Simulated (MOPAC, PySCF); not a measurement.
C₄H₇NSi, SMILES `N#C/C(C)=C/[SiH3]`, neutral singlet in the gas phase. 

Cartesian coordinates (Å):
SMILES: C/C(C#N)=C\[SiH3]
```xyz
13

C      0.9542    -1.2103     0.2538
C      0.8455     0.2519    -0.0799
C      2.1000     0.9237    -0.2670
N      3.1227     1.4357    -0.4114
C     -0.2983     0.9412    -0.2088
Si    -2.0239     0.2427    -0.0034
H      1.5253    -1.3512     1.1737
H      1.4811    -1.7453    -0.5390
H     -0.0269    -1.6634     0.3833
H     -0.2099     1.9952    -0.4533
H     -2.9978     1.3321    -0.2294
H     -2.2662    -0.8457    -0.9793
H     -2.2058    -0.3065     1.3608
```
Charge 0, multiplicity 1.

All levels are single points at this geometry (B3LYP-D3(BJ)/def2-TZVP); Pople sets use spherical d functions. Orbital energies aren't observables, and empty levels follow the basis.

```json
[
 {"level": "M06-2X/def2-TZVP in PySCF", "HOMO (eV)": "-9.23", "LUMO (eV)": "-0.97", "gap (eV)": "8.26", "dipole (D)": "3.67", "vertical IE, Delta-SCF (eV)": "10.18"},
 {"level": "BP86/6-31G* in PySCF", "HOMO (eV)": "-6.82", "LUMO (eV)": "-2.53", "gap (eV)": "4.29", "dipole (D)": "3.26", "vertical IE, Delta-SCF (eV)": "–"},
 {"level": "SVWN5/6-31G* in PySCF", "HOMO (eV)": "-6.85", "LUMO (eV)": "-2.60", "gap (eV)": "4.25", "dipole (D)": "3.33", "vertical IE, Delta-SCF (eV)": "9.76"},
 {"level": "HF/STO-3G in PySCF", "HOMO (eV)": "-8.36", "LUMO (eV)": "6.27", "gap (eV)": "14.63", "dipole (D)": "3.50", "vertical IE, Delta-SCF (eV)": "–"},
 {"level": "AM1 in MOPAC", "HOMO (eV)": "-10.36", "LUMO (eV)": "-0.11", "gap (eV)": "10.25", "dipole (D)": "2.90", "vertical IE, Delta-SCF (eV)": "–"},
 {"level": "PM7 in MOPAC", "HOMO (eV)": "-10.69", "LUMO (eV)": "-0.41", "gap (eV)": "10.28", "dipole (D)": "3.59", "vertical IE, Delta-SCF (eV)": "–"}
]
```
